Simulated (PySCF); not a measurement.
**Dipole moment and polarisability of `C=CCC[SiH2][SiH3]`**

Species: C4H12Si2.
Numbering: `[CH2:1]=[CH:2][CH2:3][CH2:4][SiH2:5][SiH3:6]` (hydrogens: H7, H8 on C1; H9 on C2; H10, H11 on C3; H12, H13 on C4; H14, H15 on Si5; H16, H17, H18 on Si6)

Geometry (GFN2-xTB, Å), atoms numbered from 1 in this order:
```
atom  x, y, z in Å
C1     2.821    1.368   -0.200
C2     2.322    0.152   -0.078
C3     0.912   -0.223   -0.405
C4     0.185   -0.771    0.825
Si5   -1.627   -1.238    0.454
Si6   -2.811    0.602   -0.289
H7     2.229    2.187   -0.575
H8     3.841    1.597    0.060
H9     2.938   -0.654    0.302
H10    0.381    0.650   -0.792
H11    0.917   -0.991   -1.185
H12    0.222   -0.020    1.618
H13    0.730   -1.639    1.200
H14   -2.176   -1.824    1.686
H15   -1.592   -2.337   -0.525
H16   -4.225    0.295   -0.517
H17   -2.775    1.717    0.663
H18   -2.302    1.138   -1.557
```

Level: wB97X-D/def2-SVPD (PySCF), static field, nuclei fixed, core orbitals frozen in the response. The polarisability tensor in these axes (au):

```
x   122.61   6.03   1.64
y     6.03 109.13  -6.68
z     1.64  -6.68  88.86
```

**Question.** Diagonalise the tensor; give its mean and Δα, where Δα² is half the sum of the squared differences of the eigenvalues.

**Answer.** Principal values 86.55, 109.12 and 124.93 au; mean 106.87 au = 15.84 Å³ = 17.62 × 10⁻⁴⁰ C²·m²/J; Δα = 33.41 au (31 % of the mean).

**Question.** What is the dipole moment, and where does it point?

**Answer.** (0.42, -0.19, 0.16) D, 0.49 D in size, pointing from the negative to the positive side. Measured along this direction, the outermost atoms are H16 at the negative end and H9 at the positive end.

**Question.** Directions of the eigenvectors, and the extent of the frame along each?

**Answer.** Largest value along (0.93, 0.37, -0.03), where the nuclei span 7.97 Å; middle along (-0.35, 0.88, -0.32), 4.39 Å; least along (-0.09, 0.31, 0.95), 3.02 Å. The response follows the extents in order.

**Question.** In a dilute gas of rigid molecules at 350 K, how does the orientational term μ²/3kT compare with the electronic polarisability?

**Answer.** In Gaussian units μ²/3kT = 1.66 Å³ against 15.84 Å³, a ratio of 0.10; the Debye molar polarisation (4π/3)N_A(α + μ²/3kT) is 44.1 cm³/mol, leaving out the vibrational part.

**Question.** Estimate the molar refractivity from the static electronic polarisability.

**Answer.** Lorentz–Lorenz: R = (4π/3)N_A α = 2.5225 cm³/(mol·Å³) × 15.84 Å³ = 39.9 cm³/mol, in the limit of long wavelengths.

**Question.** What would n − 1 = 2πNα be for an ideal gas of these molecules at 400 K and 1 atm, electronic part alone?

**Answer.** N = p/kT = 1.8347 × 10¹⁹ cm⁻³, so n − 1 = 2π × N × 15.84 × 10⁻²⁴ cm³ = 1826 × 10⁻⁶ at long wavelengths, for an ideal gas.

One conformer (not necessarily the lowest) at the GFN2-xTB geometry, without solvent, vibrations or thermal averaging.

These values come from a run that also computed excited states. The run took 97 s (grids of density and orbitals included) on Arm Neoverse N1, one thread, shared host with 64 logical CPUs at a one-minute load of 61, and the process peaked at 1.0 GiB of memory.
